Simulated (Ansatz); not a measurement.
Ansatz (a quantum-chemistry and plane-wave program) input (B3LYP-D3(BJ)/def2-TZVP):

Ansatz 0.2 input:
```yaml
crystal:
  periodic: [false, false, false]
  atoms:
    - {symbol: Si, position_ang: [0.34393480, 0.40158285, 0.00072061]}
    - {symbol: O, position_ang: [1.58575361, -0.29398141, -0.70656721]}
    - {symbol: O, position_ang: [0.49004621, 0.71935022, 1.55119977]}
    - {symbol: O, position_ang: [-0.46324308, 1.46021271, -0.86765174]}
    - {symbol: N, position_ang: [-0.89921404, -1.05152213, 0.04999724]}
    - {symbol: H, position_ang: [1.93065539, -0.11466502, -1.57957529]}
    - {symbol: H, position_ang: [1.25783749, 0.58367067, 2.10324115]}
    - {symbol: H, position_ang: [-0.84802274, 2.28293268, -0.57128173]}
    - {symbol: H, position_ang: [-0.41683742, -1.93850320, 0.19527528]}
    - {symbol: H, position_ang: [-1.57128382, -0.93112003, 0.80793805]}
    - {symbol: H, position_ang: [-1.41975050, -1.11640982, -0.82489340]}
basis:
  gaussian:
    orbitals: def2-TZVP
hamiltonian:
  xc: b3lyp
  dispersion: d3bj
total_charge: 1
relax: {f_tol: 0.002, max_steps: 150}
```

Output:

```
Functional definition: B3LYP
integrals: 0.11 GiB planned
1133 factors; their error is unknown
mean field: 0.99 GiB planned
mean field evaluation 1: about -15581.9776 eV, gradient 1.3e2 eV
mean field evaluation 2: about -15546.2375 eV, gradient 1.9e2 eV
mean field evaluation 4: about -15609.3535 eV, gradient 1.1e1 eV
mean field evaluation 8: about -15609.5644 eV, gradient 3.4e-2 eV
mean field evaluation 16: about -15609.5943 eV, gradient 4.0e-5 eV
mean field -15609.59431841 eV, -573.6420106386 hartree, gradient 4.0e-5 eV, S^2 0.000000; 0 other end points of the search recorded, 0 dependent functions left out
the calculation of the forces begins
reference -15609.59454512 eV, -573.6420189700 hartree; 25, 25 occupied and 172, 172 virtual orbitals, 1133 factors
relax step   1: F+E_penalty+E_count = -15609.95614024 eV  Δ(F+E_penalty+E_count) = +0.000e0 eV  max|allowed force component| = 4.938e-1 eV/Å  Δτ_max = 0.0000 Å  (27 SCF iters, accepted)
these checks for a lower state are left out or cut short: starts, cluster_reference, orbital_swaps, neighbouring_geometries, increment
integrals: 0.11 GiB planned
1133 factors; their error is unknown
mean field: 0.99 GiB planned
mean field -15609.61147945 eV, -573.6426412951 hartree, gradient 1.3e-5 eV, S^2 0.000000; 0 other end points of the search recorded, 0 dependent functions left out
the calculation of the forces begins
reference -15609.61170615 eV, -573.6426496262 hartree; 25, 25 occupied and 172, 172 virtual orbitals, 1133 factors
relax step   2: F+E_penalty+E_count = -15609.97245050 eV  Δ(F+E_penalty+E_count) = -1.631e-2 eV  max|allowed force component| = 2.348e-1 eV/Å  Δτ_max = 0.0267 Å  (31 SCF iters, accepted)
these checks for a lower state are left out or cut short: starts, cluster_reference, orbital_swaps, neighbouring_geometries, increment
integrals: 0.11 GiB planned
1133 factors; their error is unknown
mean field: 0.99 GiB planned
mean field -15609.62365608 eV, -573.6430887780 hartree, gradient 1.4e-5 eV, S^2 0.000000; 0 other end points of the search recorded, 0 dependent functions left out
the calculation of the forces begins
reference -15609.62388259 eV, -573.6430971021 hartree; 25, 25 occupied and 172, 172 virtual orbitals, 1133 factors
relax step   3: F+E_penalty+E_count = -15609.98477413 eV  Δ(F+E_penalty+E_count) = -1.232e-2 eV  max|allowed force component| = 2.133e-1 eV/Å  Δτ_max = 0.0403 Å  (30 SCF iters, accepted)
these checks for a lower state are left out or cut short: starts, cluster_reference, orbital_swaps, neighbouring_geometries, increment
integrals: 0.11 GiB planned
1133 factors; their error is unknown
mean field: 0.99 GiB planned
mean field evaluation 32: about -15609.4920 eV, gradient 6.8e0 eV
mean field -15609.63564767 eV, -573.6435294610 hartree, gradient 1.9e-5 eV, S^2 0.000000; 0 other end points of the search recorded, 0 dependent functions left out
the calculation of the forces begins
reference -15609.63587466 eV, -573.6435378026 hartree; 25, 25 occupied and 172, 172 virtual orbitals, 1133 factors
relax step   4: F+E_penalty+E_count = -15609.99626719 eV  Δ(F+E_penalty+E_count) = -1.149e-2 eV  max|allowed force component| = 2.214e-1 eV/Å  Δτ_max = 0.0700 Å  (30 SCF iters, accepted)
these checks for a lower state are left out or cut short: starts, cluster_reference, orbital_swaps, neighbouring_geometries, increment
integrals: 0.11 GiB planned
1133 factors; their error is unknown
mean field: 0.99 GiB planned
mean field -15609.63823526 eV, -573.6436245528 hartree, gradient 1.5e-5 eV, S^2 0.000000; 0 other end points of the search recorded, 0 dependent functions left out
the calculation of the forces begins
reference -15609.63846236 eV, -573.6436328987 hartree; 25, 25 occupied and 172, 172 virtual orbitals, 1133 factors
relax step   5: F+E_penalty+E_count = -15609.99970456 eV  Δ(F+E_penalty+E_count) = -3.437e-3 eV  max|allowed force component| = 3.151e-2 eV/Å  Δτ_max = 0.0468 Å  (30 SCF iters, accepted)
these checks for a lower state are left out or cut short: starts, cluster_reference, orbital_swaps, neighbouring_geometries, increment
integrals: 0.11 GiB planned
1133 factors; their error is unknown
mean field: 0.99 GiB planned
mean field -15609.63871016 eV, -573.6436420052 hartree, gradient 1.4e-5 eV, S^2 0.000000; 0 other end points of the search recorded, 0 dependent functions left out
the calculation of the forces begins
reference -15609.63893702 eV, -573.6436503422 hartree; 25, 25 occupied and 172, 172 virtual orbitals, 1133 factors
relax step   6: F+E_penalty+E_count = -15610.00034280 eV  Δ(F+E_penalty+E_count) = -6.382e-4 eV  max|allowed force component| = 1.318e-2 eV/Å  Δτ_max = 0.0153 Å  (30 SCF iters, accepted)
these checks for a lower state are left out or cut short: starts, cluster_reference, orbital_swaps, neighbouring_geometries, increment
integrals: 0.11 GiB planned
1133 factors; their error is unknown
mean field: 0.99 GiB planned
mean field -15609.63885179 eV, -573.6436472102 hartree, gradient 1.4e-5 eV, S^2 0.000000; 0 other end points of the search recorded, 0 dependent functions left out
the calculation of the forces begins
reference -15609.63907869 eV, -573.6436555486 hartree; 25, 25 occupied and 172, 172 virtual orbitals, 1133 factors
relax step   7: F+E_penalty+E_count = -15610.00037525 eV  Δ(F+E_penalty+E_count) = -3.245e-5 eV  max|allowed force component| = 2.037e-3 eV/Å  Δτ_max = 0.0026 Å  (32 SCF iters, accepted)
these checks for a lower state are left out or cut short: starts, cluster_reference, orbital_swaps, neighbouring_geometries, increment
integrals: 0.11 GiB planned
1133 factors; their error is unknown
mean field: 0.99 GiB planned
mean field evaluation 64: about -15609.6389 eV, gradient 5.3e-3 eV
mean field -15609.63885483 eV, -573.6436473219 hartree, gradient 1.4e-5 eV, S^2 0.000000; 0 other end points of the search recorded, 0 dependent functions left out
the calculation of the forces begins
reference -15609.63908173 eV, -573.6436556603 hartree; 25, 25 occupied and 172, 172 virtual orbitals, 1133 factors
relax step   8: F+E_penalty+E_count = -15610.00037596 eV  Δ(F+E_penalty+E_count) = -7.119e-7 eV  max|allowed force component| = 2.354e-4 eV/Å  Δτ_max = 0.0009 Å  (33 SCF iters, accepted)
integrals: 0.11 GiB planned
1133 factors; their error is unknown
mean field: 0.99 GiB planned
mean field -15609.63885483 eV, -573.6436473219 hartree, gradient 1.4e-5 eV, S^2 0.000000; 1 other end points of the search recorded, 0 dependent functions left out
the calculation of the forces begins
reference -15609.63908173 eV, -573.6436556603 hartree; 25, 25 occupied and 172, 172 virtual orbitals, 1133 factors
Total energy: -15610.00060286 eV, -573.6569413166 hartree
Atom 0 at     0.297431     0.349533     0.002568 Å, force    -0.000049    -0.000092     0.000069 eV/Å
Atom 1 at     1.535109    -0.328123    -0.753747 Å, force     0.000138     0.000032    -0.000056 eV/Å
Atom 2 at     0.491002     0.641449     1.564750 Å, force     0.000033     0.000017     0.000006 eV/Å
Atom 3 at    -0.534584     1.437000    -0.827048 Å, force    -0.000122     0.000022     0.000025 eV/Å
Atom 4 at    -0.920002    -1.076422     0.050655 Å, force     0.000014    -0.000052     0.000021 eV/Å
Atom 5 at     1.971382     0.028089    -1.533780 Å, force     0.000015     0.000005    -0.000001 eV/Å
Atom 6 at     1.337374     0.689397     2.019752 Å, force    -0.000070    -0.000023     0.000011 eV/Å
Atom 7 at    -0.700501     2.341901    -0.545441 Å, force     0.000072    -0.000029    -0.000083 eV/Å
Atom 8 at    -0.458786    -1.952897     0.304503 Å, force    -0.000125     0.000145    -0.000122 eV/Å
Atom 9 at    -1.661961    -0.911267     0.734454 Å, force     0.000099    -0.000055    -0.000106 eV/Å
Atom 10 at    -1.366587    -1.217113    -0.858262 Å, force    -0.000006     0.000030     0.000235 eV/Å
Dipole moment:    -0.351778    -0.411668     0.014164 e Å
```

It need not be the lowest isomer of its formula.
